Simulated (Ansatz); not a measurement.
Basis-set extrapolation for C$_{2}$H$_{7}$BOSi (`B/C=C/O[SiH3]`) (PBE0-D4/def2-TZVP geometry, frozen core, Ansatz). Multiplicity 1, RHF reference.

```tsv
	def2-TZVPP	def2-QZVPP
HF	-468.378380	-468.396202
MP2 correlation	-0.777603	-0.832460
CCSD(T) correlation	-0.859308	not run
```

Energies in hartree. Use E(X) = E(∞) + A·exp(−7.88·√X) for Hartree–Fock and E(X) = E(∞) + B·X^(−2.97) for correlation, with X = 3 and 4, and add CCSD(T) minus MP2 of the smaller set to the MP2 limit.

What is the CCSD(T) energy at the basis-set limit?

HF limit: -468.396202 + (-0.017822) × 0.13774 = -468.39866. MP2 limit: -0.832460 + (-0.054857) × 0.74074 = -0.87309. Higher-order term: -0.859308 − (-0.777603) = -0.08170. Total: -469.35345 hartree, 72.6 kcal/mol below CCSD(T)/def2-TZVPP.
